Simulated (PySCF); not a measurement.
Mapped SMILES: `[F:1][CH:2]([F:3])[C@@:4]1([F:5])[CH2:6][SiH2:7]1`. Each H is labelled by its parent atom. Ha(C6), Ha(Si7) are pro-R; Hb(C6), Hb(Si7) are pro-S.

Calculated, not measured (PySCF 2.14): σ from GIAO-PBE0/pcSseg-1, structure optimised with GFN2-xTB. A single conformation, in vacuum, non-relativistic.

**Question.** List the cross peaks expected in HSQC, COSY and HMBC spectra.

**Answer.** 

HSQC (one-bond C–H):
```csv
δH,δC
6.88 (H(C2)),124.5 (C2)
1.46 (Ha(C6)),8.5 (C6)
1.14 (Hb(C6)),8.5 (C6)
```

COSY cross peaks (H two or three bonds apart, from the bond graph; peaks can be absent where the dihedral angle is near 90°):
```csv
δH,δH
3.22 (Hb(Si7)),3.12 (Ha(Si7))
3.22 (Hb(Si7)),1.46 (Ha(C6))
3.22 (Hb(Si7)),1.14 (Hb(C6))
3.12 (Ha(Si7)),1.46 (Ha(C6))
3.12 (Ha(Si7)),1.14 (Hb(C6))
1.46 (Ha(C6)),1.14 (Hb(C6))
```

HMBC (two and three bonds, from the bond graph):
```csv
δH,δC
6.88 (H(C2)),"89.2 (C4), 8.5 (C6)"
3.22 (Hb(Si7)),"124.5 (C2), 89.2 (C4), 8.5 (C6)"
3.12 (Ha(Si7)),"124.5 (C2), 89.2 (C4), 8.5 (C6)"
1.46 (Ha(C6)),"124.5 (C2), 89.2 (C4)"
1.14 (Hb(C6)),"124.5 (C2), 89.2 (C4)"
```

Shifts are taken against calculated references (same method and geometry level): ¹H (σref 31.72) and ¹³C (σref 186.93) vs TMS.

Shifts are as computed. Against solution values, carbons near 30 ppm lie about +3 ppm off and those near 130 ppm about +5 ppm. Of 1309 compounds with measured shifts, 239 miss one by over three times the rms of a fit or turn the order of signals round; such compounds aren't used in these exercises.
